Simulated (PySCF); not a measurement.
SCF from a fresh guess for doublet RhSe2, at the PBE0 minimum. PySCF input:

```python
from pyscf import gto, scf, dft
mol = gto.M(atom='''
Rh    -0.000000    -0.000000    -0.692950
Se     1.847620    -0.000000     0.446150
Se    -1.847620     0.000000     0.446150''',
    basis={'Rh': 'def2-SVP', 'Se': 'def2-SVP'},
    ecp={'Rh': 'def2-SVP'},
    charge=0, spin=1)
mf = dft.UKS(mol, xc='PBE')
mf.grids.atom_grid = (50, 194)
aux = {'Rh': 'def2-universal-JKFIT', 'Se': 'def2-universal-JKFIT'}
mf = mf.density_fit(auxbasis=aux)
mf.conv_tol = 1e-08
mf.diis_space = 10
mf.max_cycle = 60
mf.init_guess = 'minao'
mf.verbose = 4
mf.kernel()
```

Excerpt of the output (cycles alone):

```
init E= -4900.99703903717
cycle= 1 E= -4910.51281395788  delta_E= -9.52  |g|= 1.66  |ddm|= 3.05
cycle= 2 E= -4894.28509060288  delta_E= 16.2  |g|= 4.07  |ddm|= 10.1
cycle= 3 E= -4912.22496153947  delta_E= -17.9  |g|= 0.619  |ddm|=  9.5
cycle= 4 E= -4912.37082037539  delta_E= -0.146  |g|= 0.238  |ddm|= 0.661
cycle= 5 E= -4912.36896534293  delta_E= 0.00186  |g|= 0.266  |ddm|= 0.309
cycle= 6 E= -4912.39689921415  delta_E= -0.0279  |g|= 0.0992  |ddm|= 0.169
cycle= 7 E= -4912.40103687441  delta_E= -0.00414  |g|= 0.0243  |ddm|= 0.0983
cycle= 8 E= -4912.40130165784  delta_E= -0.000265  |g|= 0.0161  |ddm|= 0.0469
cycle= 9 E= -4912.40142846485  delta_E= -0.000127  |g|= 0.00392  |ddm|= 0.018
cycle= 10 E= -4912.40143662288  delta_E= -8.16e-06  |g|= 0.000302  |ddm|= 0.00382
cycle= 11 E= -4912.40143626216  delta_E= 3.61e-07  |g|= 0.000711  |ddm|= 0.00148
cycle= 12 E= -4912.40143665678  delta_E= -3.95e-07  |g|= 0.000223  |ddm|= 0.00158
cycle= 13 E= -4912.40143669913  delta_E= -4.23e-08  |g|= 1.71e-05  |ddm|= 0.000429
cycle= 14 E= -4912.40143669996  delta_E= -8.32e-10  |g|= 1.66e-05  |ddm|= 0.00011
Extra cycle  E= -4912.40143669279  delta_E= 7.17e-09  |g|= 0.000122  |ddm|= 0.000116
converged SCF energy = -4912.40143669279  <S^2> = 0.75384019  2S+1 = 2.0038365
```

No lower solution of this spin was found from smeared starts or by a stability analysis within the unrestricted form.

Other spin states or occupations of the open shell can lie lower.

The search for the lowest solution, 3 starts and the stability check together, took 12 s on 4 threads of a shared Intel Xeon 6975P-C (Granite Rapids) host, with 95 basis functions; the process peaked at 0.38 GiB. Launch command: `OMP_NUM_THREADS=4 python axn.py task.json out`.
